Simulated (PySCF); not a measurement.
An unknown gives this computed stick spectrum. Theory: TDDFT CAM-B3LYP/def2-SVPD, vertical, gas phase, core orbitals frozen in the response (PySCF 2.14.0, density-fitted response routines). Geometries: GFN2-xTB, one conformer each.

```csv
state,E (eV),f
S1,5.62,0.632
S2,6.59,0.0097
S3,6.73,0.114
S4,6.82,0.012
S5,7.13,0.0018
S6,7.21,0.0004
S7,7.41,0.053
S8,7.52,0.032
```

Orbital energies (eV): HOMO-3 -10.71, HOMO-2 -10.64, HOMO-1 -9.10, HOMO -7.84, LUMO 0.20, LUMO+1 1.38, LUMO+2 1.81.

Problem. Which structure fits? All have the formula C6H10O.
A. `C=C/C=C\COC`
B. `COC1=CCCC1`
C. `CC1=CCCCO1`
D. `C=C(C)CC(C)=O`
E. `CC(=O)C=C(C)C`

Solution. A. Its S1 lies at 5.62 eV; the nearest of the others has S1 at 5.97 eV. S1 is HOMO→LUMO (97%). Löwdin shares by element: HOMO carbon 80% or more (atoms not listed hold the other 20%); LUMO carbon 78% or more (atoms not listed hold the other 22%). At the same level the other candidates give, for their lowest levels:
- `CC1=CCCCO1`: 5.97 eV (f 0.013); 6.56 eV (f 0.125); 6.95 eV (f 0.003); 7.08 eV (f 0.086); 7.17 eV (f 0.024); T1 4.36 eV; HOMO -7.52, LUMO 1.34 eV
- `COC1=CCCC1`: 6.07 eV (f 0.009); 6.72 eV (f 0.001); 6.80 eV (f 0.025); 6.85 eV (f 0.205); 7.38 eV (f 0.041); T1 4.46 eV; HOMO -7.52, LUMO 1.41 eV
- `CC(=O)C=C(C)C`: 3.90 eV (f 0.000); 5.74 eV (f 0.416); 6.94 eV (f 0.018); 7.09 eV (f 0.003); 7.20 eV (f 0.004); T1 3.43 eV; HOMO -8.46, LUMO -0.21 eV
- `C=C(C)CC(C)=O`: 4.37 eV (f 0.006); 6.42 eV (f 0.131); 6.82 eV (f 0.003); 7.15 eV (f 0.090); 7.45 eV (f 0.049); T1 3.78 eV; HOMO -8.37, LUMO 0.33 eV

The values belong to the conformer `[CH2:1]=[CH:2]/[CH:3]=[CH:4]\[CH2:5][O:6][CH3:7]`: C1–C2–C3–C4 -179°, C3–C4–C5–O6 -179°, C4–C5–O6–C7 -179°.
Triplets come from the Tamm–Dancoff approximation.
